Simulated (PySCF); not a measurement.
Compound: C5H3O3 (doublet state).
Structure used (GFN2-xTB), in Å, numbered top down from 1:
```xyz
11
C5H3O3 angstrom
O     -2.2112   -0.3308    1.0501
C     -1.5659   -0.0826    0.0632
O     -2.1234    0.1597   -1.1290
C     -0.1039   -0.0096    0.0196
C      0.7519    0.2709   -1.0692
C      2.0275    0.2300   -0.6366
O      2.0307   -0.0658    0.6882
C      0.7606   -0.2070    1.0724
H     -3.0894    0.1035   -1.0631
H      2.9700    0.3794   -1.1201
H      0.5586   -0.4450    2.0985
```

The geometry is computed with GFN2-xTB (gas phase). This method treats the open shell by occupation alone, without spin polarisation.

Masses are those of the commonest isotopes; rigid-rotor values at the optimised geometry. The values belong to one conformer with, in the numbering `[O:1]=[C:2]([OH:3])[c:4]1[c:5][cH:6][o:7][cH:8]1`, O1–C2–O3–H 0°, O1–C2–C4–C5 180°.

(1) Give the principal moments of inertia and the rotational constants in MHz.

(2) What kind of rotor is it?

(3) What does the inertial defect say?

Results:

(1) Ia = 88.75, Ib = 326.68, Ic = 415.43 u·Å²; 505379 MHz·u·Å²/I gives A = 5694, B = 1547, C = 1217 MHz.

(2) An asymmetric top. Ray's parameter κ = (2B − A − C)/(A − C) = -0.852; −1 is the prolate and +1 the oblate limit.

(3) Planar: Δ = Ic − Ia − Ib = 0.00 u·Å². For a rigid frame Δ = −2 Σ m c², so it vanishes when all atoms lie in the ab plane; here none is more than 0.01 Å from it.

For this open shell read J as N, the rotation without spin; fine and hyperfine splittings come on top. Stationary, but not proved a minimum. Constants of a rigid frame at the computed geometry: no zero-point averaging, no centrifugal distortion.
